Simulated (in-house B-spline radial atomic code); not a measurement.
Configurations of Cd⁵⁺, with energies counted from [Kr] (4d3/2)4 (4d5/2)3. Level of theory: Dirac-Hartree-Fock, average of each configuration as written, Fermi nucleus of rms radius 4.6087 fm; calculated with a radial B-spline atomic code at the basis-set limit. Energies include first-order Breit, QED and recoil terms.

Occupations are held fixed; configurations that lie above the ionisation limit could autoionise.

```json
{"configuration": "[Kr] (4d3/2)1 (4d5/2)6", "E - E(ref) (eV)": "2.1462", "highest orbital": "4d5/2", "its <r> (bohr)": "1.115"}
{"configuration": "[Kr] (4d3/2)1 (4d5/2)5 (6f7/2)1", "E - E(ref) (eV)": "74.631", "highest orbital": "6f7/2", "its <r> (bohr)": "6.703"}
{"configuration": "[Kr] (4d3/2)4 (4d5/2)2 (7f5/2)1", "E - E(ref) (eV)": "76.238", "highest orbital": "7f5/2", "its <r> (bohr)": "9.725"}
{"configuration": "[Kr] (4d3/2)1 (4d5/2)5 (6g7/2)1", "E - E(ref) (eV)": "76.679", "highest orbital": "6g7/2", "its <r> (bohr)": "7.279"}
{"configuration": "[Ar] 3d10 4s2 (4p1/2)2 (4p3/2)3 (4d3/2)4 (4d5/2)3 (6d3/2)1", "E - E(ref) (eV)": "127.32", "highest orbital": "6d3/2", "its <r> (bohr)": "4.937"}
{"configuration": "[Ar] 3d10 4s2 (4p1/2)2 (4p3/2)3 (4d3/2)4 (4d5/2)3 (7p1/2)1", "E - E(ref) (eV)": "131.36", "highest orbital": "7p1/2", "its <r> (bohr)": "6.385"}
```

(1) Order these further configurations by energy, lowest first.
A. [Kr] (4d3/2)2 (4d5/2)5
B. [Ar] 3d10 4s2 (4p1/2)2 (4p3/2)3 (4d3/2)1 (4d5/2)6 (7g7/2)1
C. [Kr] (4d3/2)3 (4d5/2)4
D. [Ar] 3d10 4s2 (4p1/2)1 (4p3/2)4 (4d3/2)3 (4d5/2)4 (8f7/2)1
E. [Ar] 3d10 4s2 (4p1/2)2 (4p3/2)3 (4d3/2)3 (4d5/2)4 (6f7/2)1

(2) How far above the reference does [Kr] (4d3/2)3 (4d5/2)3 (7p3/2)1 lie?

(3) How far above the reference does [Kr] (4d3/2)3 (4d5/2)3 (5p1/2)1 lie?

Results:

(1) C (1.094 eV), A (1.8095 eV), E (136.72 eV), B (145.46 eV), D (150.6 eV).

(2) 70.281 eV; its least bound orbital is 7p3/2 with <r> = 6.478 bohr.

(3) 35.707 eV; its least bound orbital is 5p1/2 with <r> = 2.238 bohr.
